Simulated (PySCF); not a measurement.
**CH15N3Si4**

The system: CH15N3Si4, a molecule; neutral, singlet. The structure, one conformer, was relaxed in the gas phase by PBE0-D3(BJ)/def2-SVP. No frequency run checks that it is a minimum.

SMILES: C[Si](N[SiH3])(N[SiH3])N[SiH3]

```tsv
atom	x (Å)	y (Å)	z (Å)
Si1	-2.744	1.178	0.762
N2	-1.052	1.275	1.176
Si3	0.208	0.597	0.196
N4	-0.567	0.141	-1.294
Si5	-0.777	-1.516	-1.798
N6	0.786	-0.893	0.895
Si7	2.323	-1.692	0.728
C8	1.619	1.792	-0.047
H9	-3.088	1.923	-0.490
H10	-3.498	1.802	1.893
H11	-3.221	-0.229	0.595
H12	-0.818	1.765	2.033
H13	-0.866	0.858	-1.948
H14	-1.555	-1.485	-3.075
H15	0.515	-2.225	-2.058
H16	-1.540	-2.322	-0.796
H17	0.125	-1.328	1.534
H18	2.933	-1.282	-0.572
H19	3.294	-1.345	1.816
H20	2.130	-3.173	0.753
H21	2.015	2.140	0.919
H22	2.445	1.324	-0.605
H23	1.283	2.675	-0.613
```

Shieldings: GIAO PBE0/pcSseg-1. Shifts are against computed references at the same level: C TMS (σ 184.4 ppm), H TMS (σ 31.27 ppm), Si TMS (σ 352.0 ppm). Core levels by delta-SCF with SCAN, pcX-2 on the ionised atom and pcseg-1 elsewhere, spin-free X2C (2p3/2 is the spin-free 2p value less a third of a first-order spin-orbit splitting); from the vacuum level, for chosen atoms.

(1) Give the NMR and core-level values of the distinct atoms.

(2) By CAM-B3LYP/def2-SVPD (TDDFT singlets, Tamm-Dancoff triplets, ionisation by delta-SCF), where does absorption start, and what does vertical ionisation take?

Results:

(1) 
```tsv
atoms	bonded to	σ (ppm)	δ (ppm)	core level (eV)
Si1	1 N + 3 H	411.1	-59.1	-
N2	2 Si + 1 H	240.2	-	1s 403.87
Si3	1 C + 3 N	367.1	-15.1	2p3/2 106.86
N4	2 Si + 1 H	242.6	-	1s 403.82
Si5	1 N + 3 H	409.4	-57.4	-
N6	2 Si + 1 H	239.0	-	1s 403.90
Si7	1 N + 3 H	408.0	-56.0	-
C8	1 Si + 3 H	183.5	0.9	1s 290.05
H9 H10 H11	1 Si	26.66	4.61	-
H12	1 N	31.17	0.10	-
H13	1 N	31.13	0.13	-
H14 H15 H16	1 Si	26.61	4.66	-
H17	1 N	31.19	0.08	-
H18 H19 H20	1 Si	26.55	4.72	-
H21 H22 H23	1 C	31.04	0.23	-
```

Values are those of this one static structure, with the three H of a rotating XH3 group averaged; atoms that internal rotation interchanges would show their mean in an NMR spectrum.

(2) The lowest singlet lies at 6.38 eV (f 0.017), the strongest of the first 6 at 7.49 eV (f 0.028), the lowest triplet at 6.11 eV; vertical ionisation takes 9.12 eV.
